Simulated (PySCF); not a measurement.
F₅OSi₂, SMILES F[Si](F)O[Si](F)(F)F, multiplicity 2. Geometry: PBE-D3(BJ)/def2-SVP. The isomer is the one that the SMILES or the coordinates give; other isomers of the formula were not compared. Other conformers were not sampled.

Computed equilibrium geometry at PBE-D3(BJ)/def2-SVP (PySCF confirms it by a frequency run) as Cartesian coordinates in Å (one conformer of several):
```xyz
8

F      2.2124    -0.9997     0.7947
Si     1.6569    -0.3559    -0.5946
F      2.6974     0.8054    -1.0546
O      0.2046     0.4043    -0.2768
Si    -1.3381     0.1428     0.2081
F     -1.6090     0.8627     1.6175
F     -1.6173    -1.4344     0.3670
F     -2.3612     0.7382    -0.8773
```
Charge 0, spin multiplicity 2.
